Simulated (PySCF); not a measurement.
# Polarisability and C₆ of Al (aluminium, neutral)

[Ne] 3s2 3p1, 2P determinant. Computed with PySCF 2.14 in aug-cc-pwCVQZ (10s9p7d5f3g, 134 functions), with the non-relativistic Hamiltonian (point nucleus). Coupled (time-dependent) response in atomic units; α is the mean over directions.

```tsv
method	mean α (bohr³)	α xx, yy, zz	C₆ (like pair)	S(−4)
LC-wPBE	57.24	49.33, 73.05, 49.33	504.9	1636
```

S(−4) is the Cauchy moment in α(ω) = α(0) + S(−4) ω² + …

Reference α: 57.8 ± 1 bohr³ (recommended; Schwerdtfeger and Nagle, table of static dipole polarizabilities (2023 update)). Published C₆: 528.0 (Chu and Dalgarno (2004); Tang, Norbeck and Certain (1976)).

α(iu) at LC-wPBE:

| u (hartree) | α(iu) (bohr³) |
| --- | --- |
| 0 | 57.24 |
| 0.0500 | 53.51 |
| 0.100 | 45.27 |
| 0.200 | 29.20 |
| 0.300 | 18.88 |
| 0.500 | 9.145 |
| 0.750 | 4.710 |
| 1.00 | 2.893 |
| 1.50 | 1.471 |
| 2.00 | 0.9315 |
| 3.00 | 0.5072 |
| 5.00 | 0.2413 |

A single London oscillator, α(iu) = α/(1 + u²/ω²), gives C₆ = (3/4) ω α². Matching the computed C₆ needs ω = 4 × 504.9 / (3 × 57.24²) = 0.205 hartree.

The components differ because the open shell of this determinant is not spherical; for a pure term their mean is the scalar polarisability.
